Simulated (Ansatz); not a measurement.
Reaction (substitution at a C–C bond): `CC(C)(C)C(N)=O` + `[OH][AlH2]` → `CC(C)(C)[O][AlH2]` + `NC=O`

Gas-phase electronic energies from Ansatz, PBE0-D4/def2-TZVP geometries. CBS: MP2 limit from def2 TZ/QZ plus the TZ coupled-cluster correction, frozen cores. This one scheme is used for every species. DFT in def2-TZVPP. HSE06 is defined as in plane-wave codes. One conformer a species, not always the lowest.

`CC(C)(C)C(N)=O`:

Z-matrix (Å, degrees):
```
C
C 1 1.530
H 1 1.093 2 112.5
H 1 1.093 2 109.7 3 119.5
H 1 1.092 2 111.1 3 -121.1
C 2 1.522 1 109.5 3 -176.8
C 2 1.530 1 110.0 3 -56.3
C 2 1.534 1 109.8 3 64.2
H 6 1.093 2 109.7 1 60.4
H 6 1.091 2 111.1 1 -59.9
H 6 1.090 2 111.1 1 -179.3
H 7 1.092 2 111.1 1 177.8
H 7 1.093 2 109.7 1 -62.8
H 7 1.093 2 112.4 1 56.7
N 8 1.357 2 115.8 1 -59.6
O 8 1.213 2 122.9 1 120.5
H 15 1.005 8 118.1 2 -180.0
H 15 1.002 8 122.7 2 0.4
```

`[OH][AlH2]`:

Z-matrix (Å, degrees):
```
Al
O 1 1.696
H 1 1.585 2 119.7
H 1 1.577 2 116.0 3 -180.0
H 2 0.956 1 123.4 3 -0.0
```

`CC(C)(C)[O][AlH2]`:

```xyz
17

C    -1.021   -0.103    1.510
C    -0.198    0.090    0.245
C    -1.092    0.525   -0.909
C     0.901    1.120    0.479
O     0.391   -1.158   -0.064
Al    1.405   -1.804   -1.244
H    -1.508    0.828    1.809
H    -0.380   -0.440    2.327
H    -1.790   -0.860    1.345
H    -0.504    0.660   -1.821
H    -1.592    1.471   -0.686
H    -1.858   -0.232   -1.097
H     1.497    1.257   -0.427
H     0.480    2.090    0.757
H     1.560    0.789    1.285
H     1.750   -3.335   -1.084
H     1.958   -0.899   -2.424
```

`NC=O`:

Cartesian coordinates in Å:
```
N -0.546 0.144 0.399
C 0.521 -0.132 -0.381
O 1.142 0.684 -1.017
H -0.870 1.094 0.475
H -1.023 -0.580 0.905
H 0.776 -1.209 -0.380
```

```tsv
level	ΔE (kJ/mol)
B97M-V	41.9
HSE06-D4	45.0
ωB97M-V	47.0
r2SCAN0	45.9
HSE06	43.3
HF/def2-TZVPP	33.9
SCS-MP2/def2-TZVPP	49.7
CCSD/def2-TZVPP	48.4
```

(1) What does CCSD(T)/CBS give? (Estimate.)

Largest T1 diagnostic among the species: 0.016.

## Answers

(1) The calculation gave: +50.7 kJ/mol. The listed levels differ from it by -8.8, -5.7, -3.7, -4.8, -7.4, -16.8, -1.0, -2.3 kJ/mol.

From PBE to PBE0 (25 % exact exchange), in def2-TZVPP and without D4, ΔE moves by +4.5 kJ/mol. In def2-TZVPP, CCSD(T) changes the Hartree–Fock value by +16.0 kJ/mol (the triples alone add +1.5 kJ/mol) and MP2 by +22.6 kJ/mol.
